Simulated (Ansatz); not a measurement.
Species: C₃H₁₃NSi₂, net charge 0, singlet state. SMILES: CN(C)[SiH2]C[SiH3]
Geometry from a B3LYP-D3(BJ)/def2-TZVP (Ansatz, an electronic-structure program) optimisation:
```xyz
19

C     -2.3824    -0.5731    -0.7329
N     -1.6874     0.2208     0.2625
C     -2.5793     1.0416     1.0608
Si    -0.0284     0.6517     0.0680
C      1.0053    -0.8398    -0.3943
Si     2.8507    -0.5977    -0.1531
H     -1.6843    -1.2166    -1.2690
H     -3.1269    -1.2193    -0.2544
H     -2.9094     0.0461    -1.4735
H     -3.1288     1.7785     0.4571
H     -2.0175     1.5823     1.8230
H     -3.3201     0.4152     1.5704
H      0.4047     1.2260     1.3650
H      0.2155     1.6877    -0.9788
H      0.8290    -1.0927    -1.4438
H      0.6873    -1.6973     0.2058
H      3.6141    -1.7434    -0.7054
H      3.1651    -0.4767     1.2904
H      3.3087     0.6365    -0.8361
```
Charge 0, spin multiplicity 1.

Wanted: atomisation energy (electronic, to ground-state atoms); the coupled-cluster value holds the core correlation from cc-pwCVTZ, in kcal/mol. Valence correlation only, unless marked. Open shells are spin-unrestricted. Spin-orbit coupling is left out. No relativistic terms. CBS marks a two-point X^-3 extrapolation of the correlation energy; Hartree-Fock from the larger set. [CCSD(T)-MP2]/basis is that difference in the basis named.

Level to compare with: RI-MP2/CBS(aug-cc-pV(T+d)Z,aug-cc-pV(Q+d)Z)+[CCSD(T)-MP2]/aug-cc-pV(T+d)Z plus the core term (Ansatz), 1613.2 kcal/mol. It is a level with limits of its own, and the differences hold the functionals' basis error too.

Task: Rank these functionals by how close they come to RI-MP2/CBS(aug-cc-pV(T+d)Z,aug-cc-pV(Q+d)Z)+[CCSD(T)-MP2]/aug-cc-pV(T+d)Z, closest first: wB97M-V/def2-TZVPD (Ansatz); wB97X-V/def2-TZVPD (Ansatz); BHLYP/def2-TZVPD (Ansatz); r2SCAN0/def2-TZVPD (Ansatz).

Result: wB97X-V/def2-TZVPD (range-separated hybrid with VV10, 1614.5 kcal/mol, difference 1.3), wB97M-V/def2-TZVPD (range-separated hybrid meta-GGA with VV10, 1610.1 kcal/mol, difference -3.1), r2SCAN0/def2-TZVPD (hybrid meta-GGA, 1588.3 kcal/mol, difference -24.9), BHLYP/def2-TZVPD (global hybrid, 1567.9 kcal/mol, difference -45.3)
